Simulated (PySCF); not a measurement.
Two-component Hartree-Fock for Nd⁴³⁺ (neodymium, charge +43)

Start: [Ne] 3s2 3p5; 3p1/2 filled at m_j = -1/2, +1/2; 3p3/2 filled at m_j = -1/2, +1/2, +3/2. Calculated with PySCF 2.14 in an uncontracted even-tempered set (18 s from 9.8 bohr⁻², ratio 2.4; 14 p from 13 bohr⁻², ratio 2.4; 4 d from 48 bohr⁻², ratio 2.6; 4 f from 72 bohr⁻², ratio 2.6): generalised Hartree-Fock with the X2C-1e Hamiltonian and a Gaussian nucleus; one run each with spin-orbit coupling (SO) switched off, then screened by Boettger's factors.

```json
{"spinor shell": "1s1/2", "electrons": "2", "ε, spin-free (eV)": "-46445.5", "ε, screened SO (eV)": "-46437.4", "weight of nominal j (screened SO)": "1.000", "rms radius, screened SO (bohr)": "0.0269"}
{"spinor shell": "2s1/2", "electrons": "2", "ε, spin-free (eV)": "-9756.9", "ε, screened SO (eV)": "-9753.9", "weight of nominal j (screened SO)": "1.000", "rms radius, screened SO (bohr)": "0.108"}
{"spinor shell": "2p1/2", "electrons": "2", "ε, spin-free (eV)": "-9003.4", "ε, screened SO (eV)": "-9376.4", "weight of nominal j (screened SO)": "1.000", "rms radius, screened SO (bohr)": "0.0923"}
{"spinor shell": "2p3/2", "electrons": "4", "ε, spin-free (eV)": "-9003.4", "ε, screened SO (eV)": "-8838.8", "weight of nominal j (screened SO)": "1.000", "rms radius, screened SO (bohr)": "0.0981"}
{"spinor shell": "3s1/2", "electrons": "2", "ε, spin-free (eV)": "-3749.8", "ε, screened SO (eV)": "-3748.7", "weight of nominal j (screened SO)": "1.000", "rms radius, screened SO (bohr)": "0.261"}
{"spinor shell": "3p1/2", "electrons": "2", "ε, spin-free (eV)": "-3510.7", "ε, screened SO (eV)": "-3601.2", "weight of nominal j (screened SO)": "0.999", "rms radius, screened SO (bohr)": "0.250"}
{"spinor shell": "3p3/2", "electrons": "3", "ε, spin-free (eV)": "-3510.7", "ε, screened SO (eV)": "-3470.2", "weight of nominal j (screened SO)": "0.999", "rms radius, screened SO (bohr)": "0.260"}
```

```csv
quantity,spin-free,screened SO
E (hartree),-7979.03229,-7985.22704
M_J,3/2,3/2
⟨J²⟩,3.750,3.750
⟨L²⟩,2.000,2.018
⟨S²⟩,0.750,0.768
```

Each row is a mean over spinors that exchange with the open shell spreads, by up to 21.797 eV (3s1/2).

Breit and QED terms are absent; they matter most for the inner s and p1/2 levels.

Densities and radii are taken from the X2C orbitals without a picture-change correction, which distorts them close to the nucleus.

Without spin-orbit coupling the j labels of p, d and f shells carry no meaning; the spin-free column gives the mean over the occupied spinors of each nl shell.
